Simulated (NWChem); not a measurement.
System: CH₆BFN₂; SMILES NB(N)CF

NWChem input:

```
start job
memory heap 200 mb stack 900 mb global 1100 mb
geometry units angstroms noautosym nocenter noautoz
  N      0.733364    -1.769739    -0.003368
  B     -0.012774    -0.566735     0.000721
  N     -1.418996    -0.514514     0.001653
  C      0.757655     0.831972     0.006126
  F     -0.130077     1.897693    -0.003601
  H      1.742278    -1.790606    -0.004400
  H      0.315300    -2.689160    -0.005213
  H     -2.038131    -1.311594    -0.001649
  H     -1.881222     0.384399     0.002844
  H      1.421523     0.927138    -0.873634
  H      1.403412     0.928743     0.899153
end
basis spherical
  * library sto-3g
end
dft
  xc hfexch
  iterations 150
end
property
  shielding
end
task dft property
```

Parts of the log:

```
             Northwest Computational Chemistry Package (NWChem) 7.3.0
             --------------------------------------------------------

                             Geometry "geometry" -> ""
                             -------------------------

 Output coordinates in angstroms (scale by  1.889725989 to convert to a.u.)

  No.       Tag          Charge          X              Y              Z
 ---- ---------------- ---------- -------------- -------------- --------------
    1 N                    7.0000     0.73336400    -1.76973900    -0.00336800
    2 B                    5.0000    -0.01277400    -0.56673500     0.00072100
    3 N                    7.0000    -1.41899600    -0.51451400     0.00165300
    4 C                    6.0000     0.75765500     0.83197200     0.00612600
    5 F                    9.0000    -0.13007700     1.89769300    -0.00360100
    6 H                    1.0000     1.74227800    -1.79060600    -0.00440000
    7 H                    1.0000     0.31530000    -2.68916000    -0.00521300
    8 H                    1.0000    -2.03813100    -1.31159400    -0.00164900
    9 H                    1.0000    -1.88122200     0.38439900     0.00284400
   10 H                    1.0000     1.42152300     0.92713800    -0.87363400
   11 H                    1.0000     1.40341200     0.92874300     0.89915300

 Effective nuclear repulsion energy (a.u.)     169.5026118089

  xc_inp: hfexch multiplicative factor not found.
                              NWChem Property Module
                              ----------------------

  itol2e modified to match energy
  convergence criterion.

                                 NWChem DFT Module
                                 -----------------

 Summary of "ao basis" -> "ao basis" (spherical)
 ------------------------------------------------------------------------------
       Tag                 Description            Shells   Functions and Types
 ---------------- ------------------------------  ------  ---------------------
 N                           sto-3g                  3        5   2s1p
 B                           sto-3g                  3        5   2s1p
 C                           sto-3g                  3        5   2s1p
 F                           sto-3g                  3        5   2s1p
 H                           sto-3g                  1        1   1s

  itol2e modified to match energy
  convergence criterion.

            General Information
            -------------------
          SCF calculation type: DFT
          Wavefunction type:  closed shell.
          No. of atoms     :    11
          No. of electrons :    40
           Alpha electrons :    20
            Beta electrons :    20
          Charge           :     0
          Spin multiplicity:     1
          Use of symmetry is: off; symmetry adaption is: off
          Maximum number of iterations: 150
          AO basis - number of functions:    31
                     number of shells:    21
          Convergence on energy requested:  1.00D-07
          Convergence on density requested:  1.00D-05
          Convergence on gradient requested:  5.00D-04

              XC Information
              --------------
                     Hartree-Fock (Exact) Exchange  1.000

      Superposition of Atomic Density Guess
      -------------------------------------

 Sum of atomic energies:        -269.36937799

      Non-variational initial energy
      ------------------------------

 Total energy =    -270.309473
 1-e energy   =    -709.991322
 2-e energy   =     270.179237
 HOMO         =      -0.136234
 LUMO         =       0.343767

[...]

          -----------------------------------------
          Chemical Shielding Tensors (GIAO, in ppm)
          -----------------------------------------

                                NWChem CPHF Module
                                ------------------

  scftype          =     RHF
  nclosed          =       20
  nopen            =        0
  variables        =      220
  # of vectors     =        3
  tolerance        = 0.10D-03
  level shift      = 0.00D+00
  max iterations   =       50
  max subspace     =       30

 SCF residual:    2.9545292590245397E-005

Iterative solution of linear equations
  No. of variables      220
  No. of equations        3
  Maximum subspace       30
        Iterations       50
       Convergence  1.0D-04

   iter   nsub   residual    time
   ----  ------  --------  ---------
     1      3    1.43D+00       1.7
     2      6    9.02D-02       1.8
     3      9    1.26D-02       1.9
     4     12    1.98D-03       2.1
     5     15    5.60D-04       2.2
     6     18    1.51D-04       2.3
     7     21    1.64D-05       2.5

      Atom:    1  N
        Diamagnetic
    320.1091     -4.7471     -0.0415
     -4.7471    325.9574      0.0984
     -0.0415      0.0984    291.7698

        Paramagnetic
    -43.7755     -7.2534     -0.0272
     -7.2534    -25.4430     -0.1824
     -0.0272     -0.1824      6.6628

        Total Shielding Tensor
    276.3336    -12.0006     -0.0688
    -12.0006    300.5144     -0.0841
     -0.0688     -0.0841    298.4326

           isotropic =     291.7602
          anisotropy =      20.5487

          Principal Components and Axis System
                 1           2           3
              305.4593    298.4326    271.3887

      1        -0.3809     -0.0061      0.9246
      2         0.9246      0.0054      0.3810
      3        -0.0073      1.0000      0.0035

      Atom:    2  B
        Diamagnetic
    204.0179     -0.7323     -0.0048
     -0.7323    205.1840      0.0677
     -0.0048      0.0677    182.7795

        Paramagnetic
   -111.9543     -1.6429     -0.0345
     -1.6429   -118.1205     -0.2387
     -0.0345     -0.2387    -36.9893

        Total Shielding Tensor
     92.0636     -2.3753     -0.0393
     -2.3753     87.0635     -0.1710
     -0.0393     -0.1710    145.7902

           isotropic =     108.3058
          anisotropy =      56.2275

          Principal Components and Axis System
                 1           2           3
              145.7908     93.0120     86.1145

      1        -0.0006      0.9287      0.3708
      2        -0.0029     -0.3708      0.9287
      3         1.0000     -0.0005      0.0029

      Atom:    3  N
        Diamagnetic
    328.1977      0.6520      0.0037
      0.6520    318.0625      0.0666
      0.0037      0.0666    291.4785

        Paramagnetic
    -22.8972      3.6775      0.0138
      3.6775    -53.3746     -0.1944
      0.0138     -0.1944      7.9641

        Total Shielding Tensor
    305.3005      4.3296      0.0175
      4.3296    264.6878     -0.1278
      0.0175     -0.1278    299.4426

           isotropic =     289.8103
          anisotropy =      23.9200

          Principal Components and Axis System
                 1           2           3
              305.7569    299.4430    264.2309

      1         0.9945     -0.0002     -0.1048
      2         0.1048     -0.0037      0.9945
      3         0.0006      1.0000      0.0037

      Atom:    4  C
        Diamagnetic
    248.6753      2.4394      0.0341
      2.4394    254.2064      0.0145
      0.0341      0.0145    242.6598

        Paramagnetic
    -48.4444    -33.7477      0.2558
    -33.7477    -39.7910     -0.3657
      0.2558     -0.3657    -70.9170

        Total Shielding Tensor
    200.2309    -31.3083      0.2899
    -31.3083    214.4154     -0.3512
      0.2899     -0.3512    171.7428

           isotropic =     195.4630
          anisotropy =      65.9471

          Principal Components and Axis System
                 1           2           3
              239.4278    175.2216    171.7397

      1        -0.6241      0.7813     -0.0058
      2         0.7813      0.6241      0.0039
      3        -0.0067      0.0021      1.0000

      Atom:    5  F
        Diamagnetic
    459.1200    -20.6706      0.1941
    -20.6706    470.7030     -0.2443
      0.1941     -0.2443    439.9124

        Paramagnetic
     27.3355     50.8207     -0.7823
     50.8207     16.6308      0.4403
     -0.7823      0.4403    105.0002

        Total Shielding Tensor
    486.4555     30.1502     -0.5882
     30.1502    487.3337      0.1959
     -0.5882      0.1959    544.9126

           isotropic =     506.2339
          anisotropy =      58.0273

          Principal Components and Axis System
                 1           2           3
              544.9188    517.0453    456.7377

      1        -0.0114      0.7018      0.7122
      2        -0.0026      0.7123     -0.7019
      3         0.9999      0.0098      0.0063

      Atom:    6  H
        Diamagnetic
     43.1139     -2.8093     -0.0307
     -2.8093     27.3869      0.0202
     -0.0307      0.0202     21.1811

        Paramagnetic
     -2.4411      0.6147      0.0030
      0.6147      2.6050     -0.0006
      0.0030     -0.0006      2.7184

        Total Shielding Tensor
     40.6728     -2.1946     -0.0277
     -2.1946     29.9919      0.0195
     -0.0277      0.0195     23.8995

           isotropic =      31.5214
          anisotropy =      14.3772

          Principal Components and Axis System
                 1           2           3
               41.1062     29.5586     23.8994

      1         0.9811      0.1937      0.0013
      2        -0.1937      0.9811     -0.0027
      3        -0.0018      0.0024      1.0000

      Atom:    7  H
        Diamagnetic
     27.7702      4.9325      0.0061
      4.9325     42.8145      0.0503
      0.0061      0.0503     21.1762

[...]
```

Level: Hartree-Fock/STO-3G, GIAO. STO-3G and 3-21G are far too small for this property and stand as cheap habits. The geometry was optimised at PBE0/def2-SVP. The printed shielding anisotropy is the first printed principal value minus the mean of the other two.
